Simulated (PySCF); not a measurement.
# What a mistake does to a calculation on AlCH6OSi

Calculated results; nothing here was measured. They come from PySCF 2.14.0, an open-source quantum chemistry program, on an isolated molecule that a program drew, which may never have been made. The molecule is AlCH6OSi (charge 0, doublet), drawn as the SMILES string `[AlH2][CH2]O[SiH2]`.

Each row is a Hartree-Fock (HF) and frozen-core CCSD(T) single point in the cc-pV(D+d)Z basis, meant for a local HF minimum. Run 1 is clean. Each other run has one planted mistake out of seven kinds, and not every kind appears here: one electron removed, one electron added, multiplicity raised by two, geometry at a saddle point, minimal basis STO-3G, one bond length entered in bohr, all coordinates scaled. The reference is restricted for singlets and unrestricted otherwise, and also for a bond in bohr. Adding or removing an electron swaps singlet and doublet. Electrons count all cores. HOMO and LUMO are orbital energies over both spins, the gradient is its largest component, and the lowest frequency (negative if imaginary) is given only where the gradient is small. Bond lengths are over the 9 bonds as drawn. T1 is the CCSD diagnostic: over 0.02 (restricted) or 0.045 (unrestricted) a single reference is doubtful.

Geometry of the clean run:
```xyz
10
AlCH6OSi, angstrom
Al   -0.4713    1.3634    1.8054
C    -1.3534    1.3103   -0.0002
O    -0.3686    1.4579   -1.0480
Si    1.1318    0.8390   -0.9111
H    -0.6583    0.1720    2.8302
H     0.2255    2.7105    2.2542
H    -2.0639    2.1311   -0.1297
H    -1.9132    0.3878   -0.1874
H     1.3517    0.6857    0.5829
H     1.2914   -0.5057   -1.5166
```

| run | electrons | basis functions | <S^2> | HOMO (eV) | LUMO (eV) | gradient (hartree/bohr) | lowest frequency (cm^-1) | mean bond (Å) | longest bond (Å) | T1 | HF (hartree) | CCSD(T) (hartree) | mistake |
|---|---|---|---|---|---|---|---|---|---|---|---|---|---|
| 1 | 47 | 104 | 0.753 | -9.47 | 1.07 | 7.2e-06 | 64 | 1.4932 | 2.010 | 0.0157 | -647.03791 | -647.58092 | no fault |
| 2 | 46 | 104 | 0.000 | -15.31 | -7.48 | 8.8e-02 | - | 1.4932 | 2.010 | 0.0357 | -646.72483 | -647.27333 | one electron removed |
| 3 | 47 | 104 | 0.753 | -9.13 | 1.50 | 1.2e-01 | - | 1.3618 | 1.833 | 0.0136 | -646.95204 | -647.48327 | all coordinates scaled |
| 4 | 48 | 104 | 0.000 | -0.89 | 5.54 | 8.0e-02 | - | 1.4932 | 2.010 | 0.0173 | -647.03034 | -647.60717 | ? |
| 5 | 47 | 104 | 3.769 | -4.69 | -1.86 | 1.3e-01 | - | 1.4932 | 2.010 | 0.0367 | -646.85899 | -647.40827 | ? |

**Which mistake was planted in run 4, and what did it cost?**

It counts 48 electrons, one more than the clean run, at the same geometry and basis. So the mistake is: one electron added. Subtracting run 1 and multiplying by 627.51 kcal/mol a hartree, the energy moved by 4.8 kcal/mol in HF and -16.5 kcal/mol in CCSD(T).

**Which mistake was planted in run 5, and what did it cost?**

Electrons, basis and geometry are unchanged, and <S^2> is 3.769, beside S(S+1) = 3.75 for a multiplicity of 4. So the mistake is: multiplicity raised by two. Subtracting run 1 and multiplying by 627.51 kcal/mol a hartree, the energy moved by 112.3 kcal/mol in HF and 108.3 kcal/mol in CCSD(T).

Cautions from the logs. Run 2: T1 is over the limit, so its CCSD(T) energy is less reliable.
